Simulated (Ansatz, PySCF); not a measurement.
System: SiO2 (charge +1, doublet). 
Coordinates optimised at B3LYP-D3(BJ)/def2-TZVP (Ansatz, a program for electronic structure):
```xyz
3

O      0.0000     0.0000    -1.5458
Si     0.0000     0.0000     0.0000
O      0.0000     0.0000     1.5458
```
Charge +1, spin multiplicity 2.

Total electronic energies in hartree. Correlated levels leave the core frozen unless marked. Open shells are spin-unrestricted. Spin-orbit coupling is left out. No relativistic terms. 

The UHF reference is spin-contaminated (<S^2> 0.39 over the pure value in the largest basis). The Hartree-Fock reference is unstable (checked in the largest basis), which strains HF and MP2. The T1 diagnostic of CCSD in the largest basis is 0.064, which is high, so the coupled-cluster rows are less sure than usual.

```json
[
 {"level": "HF/def2-TZVPD", "program": "PySCF", "energy (Eh)": "-438.31154"},
 {"level": "HF/aug-cc-pV(Q+d)Z", "program": "Ansatz", "energy (Eh)": "-438.32704"},
 {"level": "HF-D4/def2-TZVPD", "program": "PySCF + dftd4", "energy (Eh)": "-438.31670"},
 {"level": "RI-HF/cc-pV(Q+d)Z", "program": "Ansatz", "energy (Eh)": "-438.32634"},
 {"level": "SVWN5/def2-TZVPD", "program": "Ansatz", "energy (Eh)": "-437.36897"},
 {"level": "BLYP/def2-TZVPD", "program": "Ansatz", "energy (Eh)": "-439.58903"},
 {"level": "BLYP/def2-TZVPD", "program": "PySCF", "energy (Eh)": "-439.58907"},
 {"level": "revPBE-D4/def2-TZVPD", "program": "Ansatz + dftd4", "energy (Eh)": "-439.48845"},
 {"level": "TPSS/def2-TZVPD", "program": "PySCF", "energy (Eh)": "-439.61999"},
 {"level": "PBE0/6-31G*", "program": "Ansatz", "energy (Eh)": "-439.18015"},
 {"level": "PBE0-D3(BJ)/def2-TZVPD", "program": "Ansatz + dftd3", "energy (Eh)": "-439.28460"},
 {"level": "PBE0/def2-QZVPP", "program": "Ansatz", "energy (Eh)": "-439.30073"},
 {"level": "PW6B95-D4/def2-TZVPD", "program": "PySCF + dftd4", "energy (Eh)": "-439.98800"},
 {"level": "B2GP-PLYP-D3(BJ)/def2-TZVPD", "program": "Ansatz + dftd3", "energy (Eh)": "-439.28887"},
 {"level": "PBE-QIDH/def2-TZVPD", "program": "Ansatz", "energy (Eh)": "-439.16356"},
 {"level": "RPA@PBE/cc-pV(Q+d)Z", "program": "Ansatz", "energy (Eh)": "-439.19871"},
 {"level": "MP2/6-31G", "program": "Ansatz", "energy (Eh)": "-438.34087"},
 {"level": "CCSD/6-31G*", "program": "Ansatz", "energy (Eh)": "-438.63241"},
 {"level": "CCSD(T)/6-31G*", "program": "Ansatz", "energy (Eh)": "-438.64975"},
 {"level": "CCSD(T)/cc-pVDZ", "program": "PySCF", "energy (Eh)": "-438.67694"},
 {"level": "CCSD(T)/cc-pV(T+d)Z", "program": "Ansatz", "energy (Eh)": "-438.87258"},
 {"level": "CCSD(T)/cc-pVTZ", "program": "Ansatz", "energy (Eh)": "-438.86751"}
]
```

Totals of different functionals don't rank their quality; only differences between species are comparable.
